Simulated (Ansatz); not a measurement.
```yaml
crystal:
  periodic: [false, false, false]
  atoms:
    - {symbol: Sn, position_ang: [-0.480476, 0.221150, -2.640098]}
    - {symbol: H, position_ang: [0.280606, 1.016249, -4.092420]}
    - {symbol: H, position_ang: [-1.990062, -0.659960, -3.163148]}
    - {symbol: C, position_ang: [0.983451, -1.280451, -1.735336]}
    - {symbol: Sn, position_ang: [0.087442, -2.685407, -0.175359]}
    - {symbol: H, position_ang: [-0.816308, -4.016476, -1.031048]}
    - {symbol: H, position_ang: [1.418225, -3.419327, 0.834186]}
    - {symbol: C, position_ang: [-1.344018, -1.546532, 1.192259]}
    - {symbol: Sn, position_ang: [-0.345044, -0.119535, 2.667425]}
    - {symbol: H, position_ang: [-1.564148, 1.093330, 3.277056]}
    - {symbol: H, position_ang: [0.296264, -1.081354, 4.076065]}
    - {symbol: C, position_ang: [1.373180, 0.995159, 1.656627]}
    - {symbol: Sn, position_ang: [0.738245, 2.584818, 0.146619]}
    - {symbol: H, position_ang: [0.239741, 4.088286, 1.047555]}
    - {symbol: H, position_ang: [2.135456, 2.984337, -0.956581]}
    - {symbol: C, position_ang: [-1.012437, 1.830681, -1.111520]}
    - {symbol: H, position_ang: [1.866681, -0.691311, -1.256642]}
    - {symbol: H, position_ang: [1.418565, -1.931458, -2.597284]}
    - {symbol: H, position_ang: [-2.090265, -0.948276, 0.527787]}
    - {symbol: H, position_ang: [-1.959566, -2.322759, 1.804359]}
    - {symbol: H, position_ang: [2.006496, 1.516971, 2.482880]}
    - {symbol: H, position_ang: [2.056907, 0.215659, 1.126327]}
    - {symbol: H, position_ang: [-1.832429, 1.420148, -0.393614]}
    - {symbol: H, position_ang: [-1.466498, 2.736068, -1.686105]}
basis:
  gaussian: {orbitals: def2-SVP, final_grid: {core_spheres: 5, valence_spheres: 4, degree: 11}, point_charges: [{charge: -1.00, position_ang: [5.747, -0.674, 0.398]}]}
total_charge: 1
magnetization: {spin_polarized: true, initial_magnetization: 1}
hamiltonian: {xc: {name: PBE}, dispersion: d3bj}
output: {forces: true}
```

```sh
$ ansatz run in.yaml --threads 4 --pin off --events-out ev --progress --plain --max-ram 6963MiB
```

It prints (some lines left out):

```
Functional definition: PBE
2724 factors; their error is unknown
mean field evaluation 1: about -27672.8658 eV, gradient 8.7e1 eV
mean field evaluation 2: about -27492.5140 eV, gradient 1.6e2 eV
mean field evaluation 4: about -27707.7442 eV, gradient 2.9e1 eV
mean field evaluation 8: about -27714.3087 eV, gradient 5.9e0 eV
mean field evaluation 16: about -27714.8064 eV, gradient 2.9e-1 eV
mean field evaluation 32: about -27714.0508 eV, gradient 8.6e0 eV
mean field evaluation 64: about -27714.7400 eV, gradient 1.2e0 eV
mean field evaluation 96: about -27714.7619 eV, gradient 3.9e-5 eV
mean field evaluation 128: about -27714.7569 eV, gradient 9.9e-2 eV
mean field -27714.76188529 eV, -1018.4987135440 hartree, gradient 2.5e-6 eV, S^2 0.752948; 20 other end points of the search recorded, 0 dependent functions left out
reference -27714.76195531 eV, -1018.4987161172 hartree; 64, 63 occupied and 176, 177 virtual orbitals, 2724 factors
Total energy: -27715.54105382 eV, -1018.5273474593 hartree
Atom 0 at    -0.480476     0.221150    -2.640098 Å, force    -0.644425     0.386669    -0.080259 eV/Å
Atom 1 at     0.280606     1.016249    -4.092420 Å, force    -0.265811    -0.520836     0.746898 eV/Å
Atom 2 at    -1.990062    -0.659960    -3.163148 Å, force     0.829422     0.462384     0.336519 eV/Å
Atom 3 at     0.983451    -1.280451    -1.735336 Å, force     1.344917    -0.360464    -0.022678 eV/Å
Atom 4 at     0.087442    -2.685407    -0.175359 Å, force    -0.230793    -0.117241     0.179149 eV/Å
Atom 5 at    -0.816308    -4.016476    -1.031048 Å, force     0.419247     0.781431     0.335524 eV/Å
Atom 6 at     1.418225    -3.419327     0.834186 Å, force    -0.597085     0.568355    -0.580057 eV/Å
Atom 7 at    -1.344018    -1.546532     1.192259 Å, force    -0.603225     0.191309    -0.137914 eV/Å
Atom 8 at    -0.345044    -0.119535     2.667425 Å, force    -0.735551    -0.227432     0.153762 eV/Å
Atom 9 at    -1.564148     1.093330     3.277056 Å, force     0.662355    -0.649124    -0.385090 eV/Å
Atom 10 at     0.296264    -1.081354     4.076065 Å, force    -0.167475     0.587327    -0.734872 eV/Å
Atom 11 at     1.373180     0.995159     1.656627 Å, force     1.443057     0.001758    -0.062731 eV/Å
Atom 12 at     0.738245     2.584818     0.146619 Å, force    -0.286302     0.198958    -0.173308 eV/Å
Atom 13 at     0.239741     4.088286     1.047555 Å, force     0.208053    -0.857077    -0.355154 eV/Å
Atom 14 at     2.135456     2.984337    -0.956581 Å, force    -0.663480    -0.417014     0.627415 eV/Å
Atom 15 at    -1.012437     1.830681    -1.111520 Å, force    -0.610401    -0.052799     0.149011 eV/Å
Atom 16 at     1.866681    -0.691311    -1.256642 Å, force    -1.022279    -0.734420    -0.746875 eV/Å
Atom 17 at     1.418565    -1.931458    -2.597284 Å, force    -0.669325     1.000231     1.067687 eV/Å
Atom 18 at    -2.090265    -0.948276     0.527787 Å, force     0.928696    -0.917725     0.743397 eV/Å
Atom 19 at    -1.959566    -2.322759     1.804359 Å, force     0.949616     1.019442    -0.667741 eV/Å
Atom 20 at     2.006496     1.516971     2.482880 Å, force    -0.933135    -0.824739    -1.020061 eV/Å
Atom 21 at     2.056907     0.215659     1.126327 Å, force    -0.710228     0.955403     0.834451 eV/Å
Atom 22 at    -1.832429     1.420148    -0.393614 Å, force     1.072006     0.673190    -0.813442 eV/Å
Atom 23 at    -1.466498     2.736068    -1.686105 Å, force     0.732282    -1.209599     0.623781 eV/Å
Dipole moment:     0.764743    -0.074217     0.090842 e Å
```

It took 36 s on 4 threads of Intel Xeon 6975P-C on a shared host, peak host memory 1.2 GiB.

In the def2 sets Sn takes a core potential; there is no spin–orbit coupling.

The dipole of an ion depends on the origin.
